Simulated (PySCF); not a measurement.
PySCF 2.14 output of an unrestricted r2SCAN calculation on a single atom or ion in ANO-RCC-VTZP, with scalar relativity by spin-free X2C-1e:

```
SCF conv_tol = 1e-09
number electrons alpha = 3  beta = 2
    J. W. Furness, A. D. Kaplan, J. Ning, J. P. Perdew, and J. Sun.,  J. Phys. Chem. Lett. 11, 8208-8215 (2020)
    J. W. Furness, A. D. Kaplan, J. Ning, J. P. Perdew, and J. Sun.,  J. Phys. Chem. Lett. 11, 9248-9248 (2020)
    J. W. Furness, A. D. Kaplan, J. Ning, J. P. Perdew, and J. Sun.,  J. Phys. Chem. Lett. 11, 8208-8215 (2020)
    J. W. Furness, A. D. Kaplan, J. Ning, J. P. Perdew, and J. Sun.,  J. Phys. Chem. Lett. 11, 9248-9248 (2020)
cycle= 1 E= -24.6441889087538  delta_E= -0.00332  |g|= 0.0108  |ddm|= 0.0706
cycle= 2 E= -24.6443044373116  delta_E= -0.000116  |g|= 0.0023  |ddm|= 0.0147
cycle= 3 E= -24.6443100534701  delta_E= -5.62e-06  |g|= 0.00061  |ddm|= 0.00431
cycle= 4 E= -24.6443103248358  delta_E= -2.71e-07  |g|= 3.44e-05  |ddm|= 0.000789
cycle= 5 E= -24.6443103268344  delta_E= -2e-09  |g|= 6.52e-06  |ddm|= 7.73e-05
cycle= 6 E= -24.6443103269216  delta_E= -8.72e-11  |g|= 2.82e-07  |ddm|= 1.99e-05
converged SCF energy = -24.6443103269216  <S^2> = 0.75749103  2S+1 = 2.0074771
```

The run itself started from symmetry-adapted Hartree-Fock orbitals and held the occupation by maximum overlap, on a logarithmic radial grid, so the iterations belong to that start.

**Question.** Which element, charge and spin multiplicity is this?

**Answer.** B (boron, neutral), multiplicity 2; the state was [He] 2s2 2p1, 2P determinant.
